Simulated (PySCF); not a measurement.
**WOCl2: from structure and modes to constants**

Method: PySCF, PBE0, basis W def2-TZVP with ECP60, O def2-TZVP, Cl def2-TZVP (scalar-relativistic core potentials, no spin–orbit coupling, density fitting).

The singlet minimum has C2v symmetry. Masses (u): W 183.95093, O 15.99492, Cl 34.96885.

```xyz
4
charge 0 multiplicity 1, angstrom
W     0.1099   -0.0743    0.0000
O     1.4911   -1.0091    0.0000
Cl   -0.6306    0.4267   -2.0382
Cl   -0.6306    0.4267    2.0382
```

Harmonic wavenumbers (cm⁻¹): 94.5 (b1, ×1), 107.2 (a1, ×1), 235.6 (b2, ×1), 415.3 (a1, ×1), 449.2 (b2, ×1), 1091.1 (a1, ×1).

Task: What is the harmonic zero-point energy?

Result: Half the sum of all 6 wavenumbers, 2393/2 = 1196 cm⁻¹, which is 14.3 kJ/mol (1 cm⁻¹ = 0.0119627 kJ/mol).

Task: Give the standard entropy (298.15 K, 1 bar) by its translational, rotational, vibrational and spin parts, and Cp.

Result: Sackur–Tetrode with M = 269.88 u gives 178.7; rotation with symmetry number 2 gives 110.1; vibration 43.9; spin R ln 1 = 0.0. The total is 332.6 J/(mol K), and Cp = 4 R + 36.7 = 70.0 J/(mol K).

This need not be the most stable arrangement of these atoms. No spin–orbit coupling is included, which matters more the heavier the element.
